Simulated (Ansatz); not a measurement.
Ideal-gas functions of `C1O[AsH]PS1` at 600 K and 1 bar, from an Ansatz frequency run at PBE0-D4/def2-TZVP.

Molar mass 170.01 g/mol, point group C1 (symmetry number 1), electronic degeneracy 1, moments of inertia 149.925, 282.793, 404.335 u Å². Harmonic wavenumbers (cm⁻¹, unscaled): 96, 211, 263, 358, 467, 504, 577, 584, 699, 781, 804, 882, 956, 1084, 1232, 1315, 1476, 2165, 2357, 3026, 3100.

Use S(trans) = R[1.5 ln M + 2.5 ln T − 1.1517]; rotational temperatures θ = 24.2544 K / I; S(rot) = R[ln(√π/σ · √(T³/θAθBθC)) + 1.5]; for each mode x = 1.438777 ν̃/T, S = R[x/(eˣ − 1) − ln(1 − e⁻ˣ)] and H = RT x/(eˣ − 1); 1 cm⁻¹ = 0.0119627 kJ/mol; R = 8.31446 J/(mol·K).

Q: By hand: the entropy, in J/(mol·K).

A: Translation 187.4. Rotation: θ = 0.1618, 0.0858, 0.06 K, giving 126.5. Vibration, mode by mode: 20.54, 14.07, 12.28, 9.83, 7.79, 7.23, 6.25, 6.16, 4.93, 4.22, 4.04, 3.48, 3.03, 2.38, 1.80, 1.53, 1.12, 0.29, 0.19, 0.05, 0.04, in all 111.3. Electronic 0.0. Sum 425.2 J/(mol·K).

Q: By hand: H − E and G − E in kJ/mol, counted from the electronic energy.

A: Zero-point energy ½ × 22937 × 0.0119627 = 137.2; thermal vibration 36.2; translation, rotation and pV give 4 RT = 20.0. H − E = 193.4 kJ/mol, and G − E = 193.4 − 600 × 425.2/1000 = -61.7 kJ/mol.

Vibration gives 26 % of the entropy, 20.5 J/(mol·K) of it from the mode under 150 cm⁻¹: soft modes count most, and the harmonic formula is weakest for them. The sum counts one conformer and one mirror image; others add a mixing term.
